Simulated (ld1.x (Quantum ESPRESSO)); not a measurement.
## molybdenum (Mo): excitation energies, all-electron against PAW

Mo, PAW, made with ld1.x (Quantum ESPRESSO) 7.5 (PBE, scalar-relativistic). Core [Kr], reference 4d5 5s0.5 5p0 (charge +0.5). Waves: 5s (bound): rcut 2.40, rcutus 2.80 bohr; 5s channel at 1 Ry: rcut 2.40, rcutus 2.80 bohr; 5p (bound, empty): rcut 2.55, rcutus 2.80 bohr; 5p channel at 2.8 Ry: rcut 2.55, rcutus 2.80 bohr; 4d (bound): rcut 2.25, rcutus 2.55 bohr; 4d channel at 0.1 Ry: rcut 2.25, rcutus 2.55 bohr. Local part: all-electron potential smoothed inside 2.05 bohr (lloc = -2). Core correction: Bessel-smoothed model core inside 1.70 bohr. Augmentation charge: BG, radius 2.25 bohr.

Energies are relative to the spin-unpolarised reference configuration 4d5 5s0.5 5p0; without spin polarisation the order of configurations can differ from experiment.

| valence configuration | charge | ΔE all-electron (eV) | error AE − PS (meV) |
| --- | --- | --- | --- |
| 4d5 5s1 5p0 | 0 | -2.727 | +0.2 |
| 4d5 5s0 5p0 | +1 | 4.163 | -1.4 |
| 4d4 5s0 5p0 | +2 | 19.625 | -80 |
| 4d4 5s1 5p0 | +1 | 5.337 | -42 |
| 4d3 5s0 5p0 | +3 | 46.369 | -511 |
| 4d5 5s0 5p1 | 0 | 0.414 | -0.2 |

Problem. What are ΔE and the potential's error for 4d5.5 5s0.5 5p0?

Solution. ΔE = -2.447 eV all-electron; the error (AE − PS) is -4.1 meV.
